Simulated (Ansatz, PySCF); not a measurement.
Ligand exchange on a metal centre used in film growth or etching (Sc Cl-NH2). Gas-phase values, no solvent. One relaxed conformer stands for each flexible species; it need not be the lowest.

Quantity: redistribution energy (mixed species minus the weighted end members), in kJ/mol.

Level 1: frozen-core CCSD(T)/def2-TZVPP // BP86-D3(BJ)/def2-SVP (Ansatz, a program for electronic structure)
Level 2: PBE-D3(BJ)/def2-TZVP // BP86-D3(BJ)/def2-SVP (PySCF)
Level 3: B3LYP/LANL2DZ // BP86-D3(BJ)/def2-SVP (PySCF)
Level 4: HF/6-31G* (LANL2DZ on Sc) // BP86-D3(BJ)/def2-SVP (PySCF)

```json
[
 {"species": "2 of 3 Cl replaced by NH2: [Sc(Cl)(NH2)2]", "level 1": "-16.26", "level 2": "-17.75", "level 3": "-30.34", "level 4": "-29.23"},
 {"species": "1 of 3 Cl replaced by NH2: [Sc(Cl)2(NH2)]", "level 1": "-17.67", "level 2": "-18.89", "level 3": "-32.28", "level 4": "-31.23"}
]
```
